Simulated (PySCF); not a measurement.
**SeF: frontier orbitals**

r²SCAN at R = 1.743 Å; Se def2-TZVPP, F def2-TZVPP; no relativity (PySCF 2.14). State: ²Π (doublet), unpaired electrons π ↑. Only the outer orbitals are listed, counted within each symmetry.

```json
{"spin": "α", "orbital": "8σ", "occ.": "1", "ε (eV)": "-31.77", "on Se (%)": "7", "main shells (%)": "91 F s"}
{"spin": "α", "orbital": "9σ", "occ.": "1", "ε (eV)": "-18.35", "on Se (%)": "82", "main shells (%)": "82 Se s, 13 F p"}
{"spin": "α", "orbital": "10σ", "occ.": "1", "ε (eV)": "-12.30", "on Se (%)": "38", "main shells (%)": "60 F p, 24 Se p, 13 Se s"}
{"spin": "α", "orbital": "4π", "occ.": "1", "ε (eV)": "-11.70", "on Se (%)": "17", "main shells (%)": "82 F p, 16 Se p"}
{"spin": "α", "orbital": "4π", "occ.": "1", "ε (eV)": "-11.27", "on Se (%)": "13", "main shells (%)": "87 F p, 11 Se p"}
{"spin": "α", "orbital": "5π", "occ.": "1", "ε (eV)": "-7.49", "on Se (%)": "85", "main shells (%)": "85 Se p, 14 F p"}
{"spin": "α", "orbital": "5π", "occ.": "1", "ε (eV)": "-6.29", "on Se (%)": "90", "main shells (%)": "89 Se p, 10 F p"}
{"spin": "α", "orbital": "11σ", "occ.": "0", "ε (eV)": "-3.06", "on Se (%)": "88", "main shells (%)": "78 Se p, 15 F p"}
{"spin": "α", "orbital": "6π", "occ.": "0", "ε (eV)": "5.74", "on Se (%)": "100", "main shells (%)": "86 Se p, 13 Se d"}
{"spin": "α", "orbital": "2δ", "occ.": "0", "ε (eV)": "5.82", "on Se (%)": "101", "main shells (%)": "93 Se d"}
{"spin": "β", "orbital": "8σ", "occ.": "1", "ε (eV)": "-31.58", "on Se (%)": "7", "main shells (%)": "91 F s"}
{"spin": "β", "orbital": "9σ", "occ.": "1", "ε (eV)": "-17.43", "on Se (%)": "77", "main shells (%)": "77 Se s, 18 F p"}
{"spin": "β", "orbital": "10σ", "occ.": "1", "ε (eV)": "-12.01", "on Se (%)": "43", "main shells (%)": "56 F p, 24 Se p, 18 Se s"}
{"spin": "β", "orbital": "4π", "occ.": "1", "ε (eV)": "-11.17", "on Se (%)": "12", "main shells (%)": "88 F p, 10 Se p"}
{"spin": "β", "orbital": "4π", "occ.": "1", "ε (eV)": "-11.08", "on Se (%)": "11", "main shells (%)": "89 F p, 8 Se p"}
{"spin": "β", "orbital": "5π", "occ.": "1", "ε (eV)": "-5.98", "on Se (%)": "90", "main shells (%)": "90 Se p, 10 F p"}
{"spin": "β", "orbital": "5π", "occ.": "0", "ε (eV)": "-5.18", "on Se (%)": "92", "main shells (%)": "92 Se p"}
{"spin": "β", "orbital": "11σ", "occ.": "0", "ε (eV)": "-2.63", "on Se (%)": "89", "main shells (%)": "78 Se p, 15 F p"}
{"spin": "β", "orbital": "6π", "occ.": "0", "ε (eV)": "6.18", "on Se (%)": "100", "main shells (%)": "91 Se p, 9 Se d"}
```

Which are the highest filled and the lowest empty level, where do they sit, and how wide is the gap?

Highest filled β 5π at -5.98 eV (in %: 90 Se p, 10 F p); lowest empty β 5π at -5.18 eV (in %: 92 Se p); the gap at r²SCAN is 0.80 eV. Both belong to one degenerate shell, split only by its one-sided filling, so this is no excitation gap.

The bond order (Mayer) is 1.01. The ⟨S²⟩ is 0.755 and the charge on Se (Mulliken, basis-dependent) is 0.26. The charge on Se (Löwdin, basis-dependent) is 0.19 and the dipole moment (positive dipole means Se(−)F(+)) is -1.31 D.

Shares are Mulliken populations and can fall outside 0 to 100 %.

Spin–orbit coupling is left out. The state is the lowest determinant that a PBE0 search found; another state may lie lower at other levels.
